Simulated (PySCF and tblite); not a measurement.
Results of a calculation; reference values are marked as such.
C₇H₁₄, numbered as in [CH3:1][CH:2]1[CH2:3][CH2:4][CH2:5][CH2:6][CH2:7]1.

The ensemble was built from 90 distance-geometry starts (ETKDG and KDG, MMFF94s, GFN2-xTB) and rests on PBE0-D3(BJ)/def2-SVP geometries. Free energies are PBE0-D3(BJ)/def2-TZVP single points with GFN2-xTB rigid-rotor and vibrational terms (modes under about 100 cm⁻¹ blended into free rotors). Symmetry numbers and mirror images are counted. Conformers within 4 kcal/mol (GFN2-xTB free energy) were kept, 5 at most. Programs: PySCF with density fitting and tblite.

The 6-ring runs over atoms 2–3–4–5–6–7.

```tsv
conformer	shape	symmetry	E(GFN2) kcal/mol
1	6-ring chair (all substituents equatorial)	Cs	0.00
2	6-ring chair (C1 axial)	Cs	1.32
```

(1) Which of these conformers is the most populated at 298.15 K, and with what share?

(2) Give the DFT energies and free energies relative to the lowest, and all weights.

(3) How does its share change from 180 K to 400 K?

## Answers

(1) Conformer 1, about 97 %.

(2) 
```csv
conformer,shape,E(DFT) kcal/mol,G(298.15 K) kcal/mol,weight %
1,6-ring chair (all substituents equatorial),0.00,0.00,96.7
2,6-ring chair (C1 axial),1.81,2.01,3.3
```

(3) From 100 % to 93 %; the mixing entropy goes from 0.05 to 0.51 cal/(mol K).
